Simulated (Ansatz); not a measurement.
Saddle point of CH7BrGe, closed shell (CH₅BrGe ([CH3][GeH2][Br]) + H₂ → CH₆Ge ([CH3][GeH3]) + HBr; bonds formed: Ge1–H7, Br2–H6; bonds broken: Ge1–Br2, H6–H7), PBE0-D4/def2-TZVP structure:

```
atom    x (Å)    y (Å)    z (Å)
 Ge1  -0.3308  -0.6753   0.1668
 Br2   2.2092  -0.4048  -1.1073
  H3  -0.4362  -1.9045  -0.7276
  H4  -1.1270  -0.9585   1.4738
  C5  -0.6811   1.1321  -0.4094
  H6   1.5329  -0.7339   0.7196
  H7   1.0353  -0.8636   1.4096
  H8  -0.4809   1.2131  -1.4755
  H9  -1.7151   1.3910  -0.1713
 H10  -0.0065   1.8044   0.1211
```

Energies are electronic, without zero-point energy. Barriers and step energies count from the start structure reached by relaxing down the imaginary mode; all methods use the PBE0-D4 structures, on which another method's saddle can fall below an end. Program: Ansatz 0.2.0. Basis: def2-TZVPP, with def2-QZVPP for the basis limit. Cores are frozen in the correlated methods. Filled d shells of the heavier atoms are correlated. The def2 sets are not built for correlating such inner shells, so the correlated values are less sure here. B3LYP uses VWN-RPA correlation. Extrapolation: Hartree–Fock as exp(−7.88 √X), correlation as X^−2.97.

| method | barrier (kJ/mol) | step energy (kJ/mol) |
| --- | --- | --- |
| SPW92 | 161.8 | 49.8 |
| PBE-D4 | 187.4 | 63.1 |
| BLYP-D4 | ? | 64.1 |
| r2SCAN-D4 | 200.0 | 67.3 |
| B97M-V | 208.5 | 57.2 |
| PBE0-D4 | 200.4 | 64.6 |
| B3LYP-D4 | 207.4 | 64.5 |
| r2SCAN0-D4 | 207.9 | 67.8 |
| BHLYP-D4 | 220.9 | 67.3 |
| CAM-B3LYP-D4 | 214.3 | 59.2 |
| wB97X-V | 219.1 | 65.2 |
| wB97M-V | ? | 66.1 |
| B2PLYP | 217.0 | 64.3 |
| PBE-QIDH | ? | 67.2 |
| RPA on PBE | 226.8 | 59.1 |
| HF | 252.2 | 67.8 |
| MP2 | 225.4 | 70.4 |
| CCSD | 229.3 | 60.3 |
| CCSD(T) | 224.0 | 61.7 |

Q: Fill in the withheld barriers. (An estimate is asked for; the value comes from the calculation.)

A: The calculation gives: wB97M-V 214.3; BLYP-D4 197.7; PBE-QIDH 215.0 kJ/mol. Each is the energy of the saddle less that of the start structure, by the same method.

For comparison, the barrier by CCSD(T) at an estimated basis limit (MP2 extrapolated from triple and quadruple zeta, plus CCSD(T) − MP2 in triple zeta) is 218.7 kJ/mol.

T1 diagnostic: at most 0.011.

Labels in which every atom is bracketed show which atoms are joined, not bond orders.

For scale, one of the runs: CCSD(T)/def2-TZVPP, 225 basis functions, launched by `ansatz run in.yaml --threads 8 --pin off --events-out ev --progress --plain --max-ram 19148MiB`. The run took 23 s on 8 CPU threads of an Intel Xeon 6975P-C (shared host), with 4.2 GiB of host memory at its peak.
